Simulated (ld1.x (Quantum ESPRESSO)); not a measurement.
# B: one change to an RRKJ potential, before and after

B, norm-conserving RRKJ (Kleinman–Bylander form), made with ld1.x (Quantum ESPRESSO) 7.5 (LDA (PZ), scalar-relativistic). Core [He], reference 2s1.75 2p1.25. Waves: 2p (bound): rc 3.95 bohr; 2s (bound): rc 1.50 bohr. Local part: the s channel. Core correction: Bessel-smoothed model core, default radius (core density twice the valence density).

Change: core correction Bessel-smoothed model core inside 1.32 bohr.

Cutoffs: the cutoffs (Ry, on a coarse ladder) from which the occupation-weighted sum of valence levels, in a spherical-Bessel basis at the reference potential, stays within 10 and 1 mRy of its value at 400 Ry; they do not see the model core or the augmentation charge, which bear on the density cutoff. Errors are all-electron minus pseudo energies relative to the spin-unpolarised reference configuration.

Predict the effect on cutoff, ghosts and configuration errors.

The potential gets neither clearly harder nor softer (18 Ry and 50 Ry → 18 Ry and 50 Ry); of the 9 tests that both files solve, the error grows in 0 and shrinks in 2 by more than 15 % and 0.3 meV (median size 37.4 → 34.5 meV); neither file shows a bound ghost. The default core radius of the base comes out at 0.68 bohr. A wider model core is smoother and lowers the density cutoff, which this test does not measure.

```tsv
quantity	base	changed
cutoff, loose	18 Ry	18 Ry
cutoff, tight	50 Ry	50 Ry
bound ghosts	none	none
error for 2s2 2p1, meV [ΔE -1.42 eV]	-4.2	-3.9
error for 2s2 2p0, meV [ΔE 6.91 eV]	+341	+342
error for 2s1 2p0, meV [ΔE 32.21 eV]	+998	+1007
error for 2s2 2p0.5, meV [ΔE 1.52 eV]	+66	+67
error for 2s1 2p1, meV [ΔE 12.86 eV]	-39	-35
error for 2s2 2p1.3, meV [ΔE -2.19 eV]	-7.3	-7.1
error for 2s1 2p2, meV [ΔE 4.27 eV]	-37	-35
error for 2s1.75 2p1.25 (spin-polarised), meV [ΔE -0.56 eV]	-12	-6.3
error for 2s2 2p1 (spin-polarised), meV [ΔE -1.65 eV]	-9.1	-7.6
s: phases at 4.30 bohr within 0.05 rad from the reference energy up to (Ry; the scan ends near 5)	2.4	2.4
p: phases at 4.30 bohr within 0.05 rad from the reference energy up to (Ry; the scan ends near 5)	0.2	0.2
```
